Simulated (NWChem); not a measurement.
System: CH4ClIn; SMILES [CH3][InH][Cl]

```xyz
7

In    -0.3327     0.3412     0.0001
H     -2.0434     0.5080    -0.0016
Cl     0.3171    -1.9447     0.0000
C      1.3435     1.6814     0.0003
H      1.2808     2.3628     0.8612
H      1.3389     2.2821    -0.9212
H      2.2746     1.1021     0.0549
```
Atoms are numbered in this order, from 1.

Computed with NWChem. Structure relaxed at the PBE0/def2-SVP level. Not confirmed as a minimum by frequencies. def2 effective core potentials on In; no spin-orbit coupling. Ions are spin-unrestricted doublets at the neutral geometry; other ion states weren't tried.

For level PBE/def2-SVP:

```
Quantity                               Result
-------------------------------------  ------
vertical ionisation energy, ΔSCF (eV)    9.49
−ε(HOMO) (eV)                            6.40
```

Q: Estimate the same quantities for level PBE0/def2-SVP.

A: 
| Property | Value |
|---|---|
| vertical ionisation energy, ΔSCF (eV) | 9.86 |
| −ε(HOMO) (eV) | 7.72 |
